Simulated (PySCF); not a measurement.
BH₄N. Atoms are numbered in the order given.

```xyz
6

B      0.0000     0.0000    -0.7773
N      0.0000     0.0000     0.6103
H      0.0000    -1.0429    -1.3562
H      0.0000     1.0429    -1.3562
H      0.0000     0.8414     1.1633
H      0.0000    -0.8414     1.1633
```
Charge 0, spin multiplicity 1.

The structure is a stationary point at B3LYP-D3(BJ)/def2-TZVP.

Computed with B3LYP-D3(BJ)/def2-TZVP in PySCF.

No scaling factor is applied to the harmonic values.

```csv
mode,ν (cm⁻¹),IR (km/mol),moving atoms (share of kinetic energy)
1,630,186.7,"H 78 %, N 21 %"
2,751,0.2,H 96 %
3,857,0.0,H 100 %
4,1018,29.7,"H 72 %, B 26 %"
5,1141,36.4,"H 65 %, B 18 %, N 17 %"
6,1158,0.2,"H 77 %, N 18 %"
7,1366,59.1,"B 50 %, H 37 %, N 13 %"
8,1650,75.2,"H 81 %, N 16 %"
9,2579,93.8,H 95 %
10,2656,165.0,"H 88 %, B 12 %"
11,3577,20.1,H 96 %
12,3664,26.3,"H 91 %, N 9 %"
```
